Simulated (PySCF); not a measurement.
O₂Se, SMILES O=[Se]=O. Atoms are numbered in the order given.

```xyz
3

O      0.0000    -1.3396    -0.5939
Se     0.0000     0.0000     0.2795
O      0.0000     1.3396    -0.5939
```

Coordinates come from a PBE0-D3(BJ)/def2-TZVP optimisation.

Level of theory: TDDFT-CAM-B3LYP/def2-SVPD run with PySCF 2.14.0.

Vertical excitations.  State labels are in the subgroup C2v.

Computed UV-visible absorptions:
```
state  symmetry  energy (eV)  λ (nm)      f                                               main pairs
-----  --------  -----------  ------  -----  -------------------------------------------------------
S1           B1         3.22     386  0.003                                          HOMO→LUMO 100 %
S2           A2         3.35     370  0.000                                        HOMO−1→LUMO 100 %
S3           B2         5.02     247  0.052                                         HOMO−2→LUMO 88 %
S4           B1         6.78     183  0.004                                         HOMO−4→LUMO 98 %
S5           A2         6.94     179  0.000                                         HOMO−5→LUMO 99 %
S6           A1         7.54     164  0.017                       HOMO→LUMO+1 59 %, HOMO−3→LUMO 24 %
S7           B2         7.79     159  0.000  HOMO−1→LUMO+1 43 %, HOMO→LUMO+2 40 %, HOMO−1→LUMO+3 7 %
S8           A1         7.81     159  0.054   HOMO−3→LUMO 49 %, HOMO→LUMO+1 25 %, HOMO−1→LUMO+2 17 %
S9           A2         7.86     158  0.000                                       HOMO−2→LUMO+1 80 %
S10          B1         8.37     148  0.026                                       HOMO−2→LUMO+2 87 %
T1           B1         2.47     503      0                                           HOMO→LUMO 99 %
T2           B2         2.59     478      0                                         HOMO−2→LUMO 98 %
T3           A2         2.89     429      0                                         HOMO−1→LUMO 99 %
T4           A1         5.48     226      0                                         HOMO−3→LUMO 98 %
```
Triplets are in the Tamm–Dancoff approximation, which puts them higher than full response would, so one can lie above its singlet here.
